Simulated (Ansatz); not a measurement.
Ansatz (a first-principles code) input (B3LYP-D3(BJ)/def2-TZVP):

Ansatz 0.2 input:
```yaml
crystal:
  periodic: [false, false, false]
  atoms:
    - {symbol: Bi, position_ang: [1.04142995, 0.52846623, 0.33190135]}
    - {symbol: I, position_ang: [-0.81443901, 1.22819291, -1.50540201]}
    - {symbol: I, position_ang: [-0.14049806, -1.77468671, 1.11169963]}
basis:
  gaussian:
    orbitals: def2-TZVP
hamiltonian:
  xc: b3lyp
  dispersion: d3bj
total_charge: 1
relax: {f_tol: 0.002, max_steps: 150}
```

Output:

```
Functional definition: B3LYP
integrals: 0.08 GiB planned
1227 factors; their error is unknown
mean field: 0.72 GiB planned
mean field evaluation 1: about -22041.0568 eV, gradient 3.1e1 eV
mean field evaluation 2: about -22025.1186 eV, gradient 7.7e1 eV
mean field evaluation 4: about -22044.1237 eV, gradient 4.7e0 eV
mean field evaluation 8: about -22044.6804 eV, gradient 8.3e-1 eV
mean field evaluation 16: about -22044.6808 eV, gradient 5.6e-5 eV
mean field -22044.68079337 eV, -810.1270767351 hartree, gradient 4.6e-5 eV, S^2 0.000000; 0 other end points of the search recorded, 0 dependent functions left out
the calculation of the forces begins
reference -22044.68100939 eV, -810.1270846735 hartree; 36, 36 occupied and 114, 114 virtual orbitals, 1227 factors
relax step   1: F+E_penalty+E_count = -22044.98307024 eV  Δ(F+E_penalty+E_count) = +0.000e0 eV  max|allowed force component| = 2.905e-1 eV/Å  Δτ_max = 0.0000 Å  (31 SCF iters, accepted)
these checks for a lower state are left out or cut short: starts, cluster_reference, orbital_swaps, neighbouring_geometries, increment
integrals: 0.08 GiB planned
1227 factors; their error is unknown
mean field: 0.71 GiB planned
mean field -22044.71088380 eV, -810.1281825381 hartree, gradient 1.6e-5 eV, S^2 0.000000; 0 other end points of the search recorded, 0 dependent functions left out
the calculation of the forces begins
reference -22044.71110226 eV, -810.1281905662 hartree; 36, 36 occupied and 114, 114 virtual orbitals, 1227 factors
relax step   2: F+E_penalty+E_count = -22044.99372759 eV  Δ(F+E_penalty+E_count) = -1.066e-2 eV  max|allowed force component| = 3.083e-1 eV/Å  Δτ_max = 0.1948 Å  (41 SCF iters, accepted)
these checks for a lower state are left out or cut short: starts, cluster_reference, orbital_swaps, neighbouring_geometries, increment
integrals: 0.08 GiB planned
1227 factors; their error is unknown
mean field: 0.72 GiB planned
mean field evaluation 32: about -22044.7235 eV, gradient 8.1e-6 eV
mean field -22044.72351453 eV, -810.1286467087 hartree, gradient 8.1e-6 eV, S^2 0.000000; 0 other end points of the search recorded, 0 dependent functions left out
the calculation of the forces begins
reference -22044.72373206 eV, -810.1286547027 hartree; 36, 36 occupied and 114, 114 virtual orbitals, 1227 factors
relax step   3: F+E_penalty+E_count = -22045.01361097 eV  Δ(F+E_penalty+E_count) = -1.988e-2 eV  max|allowed force component| = 4.655e-2 eV/Å  Δτ_max = 0.0714 Å  (36 SCF iters, accepted)
these checks for a lower state are left out or cut short: starts, cluster_reference, orbital_swaps, neighbouring_geometries, increment
integrals: 0.08 GiB planned
1227 factors; their error is unknown
mean field: 0.72 GiB planned
mean field -22044.72257967 eV, -810.1286123534 hartree, gradient 1.5e-5 eV, S^2 0.000000; 0 other end points of the search recorded, 0 dependent functions left out
the calculation of the forces begins
reference -22044.72279702 eV, -810.1286203407 hartree; 36, 36 occupied and 114, 114 virtual orbitals, 1227 factors
relax step   4: F+E_penalty+E_count = -22045.01406487 eV  Δ(F+E_penalty+E_count) = -4.539e-4 eV  max|allowed force component| = 4.154e-3 eV/Å  Δτ_max = 0.0136 Å  (36 SCF iters, accepted)
these checks for a lower state are left out or cut short: starts, cluster_reference, orbital_swaps, neighbouring_geometries, increment
integrals: 0.08 GiB planned
1227 factors; their error is unknown
mean field: 0.72 GiB planned
mean field -22044.72268590 eV, -810.1286162571 hartree, gradient 1.5e-5 eV, S^2 0.000000; 0 other end points of the search recorded, 0 dependent functions left out
the calculation of the forces begins
reference -22044.72290326 eV, -810.1286242450 hartree; 36, 36 occupied and 114, 114 virtual orbitals, 1227 factors
relax step   5: F+E_penalty+E_count = -22045.01406796 eV  Δ(F+E_penalty+E_count) = -3.093e-6 eV  max|allowed force component| = 3.714e-5 eV/Å  Δτ_max = 0.0010 Å  (38 SCF iters, accepted)
integrals: 0.08 GiB planned
1227 factors; their error is unknown
mean field: 0.72 GiB planned
mean field evaluation 64: about -22044.2179 eV, gradient 7.8e-2 eV
mean field -22044.72268590 eV, -810.1286162571 hartree, gradient 1.5e-5 eV, S^2 0.000000; 1 other end points of the search recorded, 0 dependent functions left out
the calculation of the forces begins
reference -22044.72290326 eV, -810.1286242450 hartree; 36, 36 occupied and 114, 114 virtual orbitals, 1227 factors
Total energy: -22045.01428532 eV, -810.1393323382 hartree
Atom 0 at     0.988597     0.500579     0.313509 Å, force    -0.000010    -0.000005    -0.000004 eV/Å
Atom 1 at    -0.805768     1.321206    -1.565118 Å, force     0.000013    -0.000032     0.000032 eV/Å
Atom 2 at    -0.096336    -1.839813     1.189808 Å, force    -0.000003     0.000037    -0.000028 eV/Å
Dipole moment:     0.377478     0.199243     0.131406 e Å
```

It need not be the lowest isomer of its formula.
